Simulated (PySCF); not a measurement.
Isomers of C3H3F5O, one conformer each; single-point electronic energies without zero-point terms and without any empirical dispersion term.

Computed with PySCF at PBE0/pcSseg-1, non-relativistic, each on one gas-phase PBE0-D3(BJ)/def2-SVP geometry that isn't relaxed in the solvent. The solvent is an IEF-PCM continuum (Bondi radii, 1.10 Å for H, scaled by 1.2). Specific hydrogen bonds and non-electrostatic terms are outside this model.

```
                                                     isomer  relative energy, gas (kcal/mol)  dipole (D)
`COC(F)(F)C(F)(F)F` (1,1,1,2,2-pentafluoro-2-methoxyethane)                              0.0        2.68
     `OCC(F)(F)C(F)(F)F` (2,2,3,3,3-pentafluoro-1-propanol)                              2.8        1.56
```

**Question.** How do the relative energies look in benzene (ε = 2.271)?

**Answer.** 
| isomer | relative energy, solvent (kcal/mol) | E(solvent) − E(gas) (kcal/mol) | dipole in solvent (D) |
| --- | --- | --- | --- |
| `COC(F)(F)C(F)(F)F` (1,1,1,2,2-pentafluoro-2-methoxyethane) | 0.0 | -1.4 | 2.88 |
| `OCC(F)(F)C(F)(F)F` (2,2,3,3,3-pentafluoro-1-propanol) | 1.8 | -2.4 | 1.71 |

The order is unchanged. Conformers: `[CH3:1][O:2][C:3]([F:4])([F:5])[C:6]([F:7])([F:8])[F:9]` with C1–O2–C3–F4 -59°; `[OH:1][CH2:2][C:3]([F:4])([F:5])[C:6]([F:7])([F:8])[F:9]` with H–O1–C2–C3 59°, O1–C2–C3–F4 -55°. `OCC(F)(F)C(F)(F)F` (2,2,3,3,3-pentafluoro-1-propanol) gains most from the continuum, while `COC(F)(F)C(F)(F)F` (1,1,1,2,2-pentafluoro-2-methoxyethane) has the largest gas-phase dipole. The gains span 1.0 kcal/mol, the gas-phase energies 2.8 kcal/mol.
